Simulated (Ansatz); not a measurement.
CsI, charge +1, doublet, at a GFN2-xTB geometry (such geometries of metal compounds can be far from the true shape) (a state made from the parent by changing its charge; the spin is typed, not shown lowest) (core potentials on Cs, I); WB97M-V/def2-SVPD in Ansatz (a first-principles code).

Here is a job for Ansatz.
Ansatz 0.2 input:
```yaml
crystal:
  periodic: [false, false, false]
  atoms:
    - {symbol: Cs, position_ang: [-0.00000000, -0.00000000, -1.82880087]}
    - {symbol: I, position_ang: [0.00000000, 0.00000000, 1.89781222]}
basis:
  gaussian:
    orbitals: def2-SVPD
hamiltonian:
  xc: {name: wB97M-V}
total_charge: 1
magnetization: {spin_polarized: true, initial_magnetization: 1}
```

It wrote (shortened):

```
Functional definition: wB97M-V
692 factors; integrals over basis functions are off by at most 1.6e-4 eV
275 factors; integrals over basis functions are off by at most 3.6e-5 eV
mean field evaluation 1: about -8641.1908 eV, gradient 1.2e1 eV
mean field evaluation 2: about -8642.0298 eV, gradient 6.2e0 eV
mean field evaluation 4: about -8642.1323 eV, gradient 4.1e-1 eV
mean field evaluation 8: about -8642.1397 eV, gradient 1.6e-2 eV
mean field evaluation 16: about -8642.1397 eV, gradient 4.2e-5 eV
mean field -8642.13966988 eV, -317.5927750153 hartree, gradient 3.0e-6 eV, S^2 0.751905; 1 other end points of the search recorded, 0 dependent functions left out
reference -8642.13973645 eV, -317.5927774618 hartree; 17, 16 occupied and 45, 46 virtual orbitals, 692 factors
Total energy: -8642.13973645 eV, -317.5927774618 hartree
```
